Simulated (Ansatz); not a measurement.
`[Cl][GaH][CH2][GeH3]`, charge 0, multiplicity 1.

Task: Give a relaxed structure at PBE0-D4/def2-TZVP (the Gaussian-basis code of Ansatz). (Estimate.)

Result: The calculation gave: 
```xyz
10

Cl    2.308   -2.127   -0.368
Ga    1.753   -0.042   -0.370
C     0.206    0.391    0.730
Ge   -1.499   -0.008   -0.156
H     2.630    0.869   -1.280
H     0.247   -0.204    1.646
H     0.214    1.451    0.994
H    -1.595   -1.511   -0.457
H    -1.590    0.769   -1.483
H    -2.675    0.411    0.743
```
This is one stationary point; other conformers may exist.
